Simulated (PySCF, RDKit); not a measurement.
The same groups moved round the core (norbornane silyl). Gas-phase values, no solvent. One relaxed conformer stands for each flexible species; it need not be the lowest. Strings in code marks are SMILES.

Quantity: electronic energy of isomers of C7H14Si relative to `[SiH3][C@]12CC[C@H](CC1)C2`, in kcal/mol. Force-field values (RDKit) are differences of steric energies, which aren't made for comparing isomers with other bonds.

Level 1: M06-2X/def2-TZVP // PBE0-D3(BJ)/def2-SVP (PySCF)
Level 2: PBE-D3(BJ)/def2-TZVP // PBE0-D3(BJ)/def2-SVP (PySCF)
Level 3: SVWN5/6-31G* // PBE0-D3(BJ)/def2-SVP (PySCF)
Level 4: UFF, relaxed from the DFT geometry (RDKit)

| species | level 2 | level 3 | level 4 |
|---|---|---|---|
| `[SiH3][C@@H]1C[C@@H]2CC[C@H]1C2` | 1.05 | 0.97 | 3.68 |
| `[SiH3][C@H]1[C@H]2CC[C@@H]1CC2` | 1.17 | 1.19 | 4.60 |

Question: What does level 1 give for each?

Answer: 
- `[SiH3][C@@H]1C[C@@H]2CC[C@H]1C2`: 1.08
- `[SiH3][C@H]1[C@H]2CC[C@@H]1CC2`: 1.18
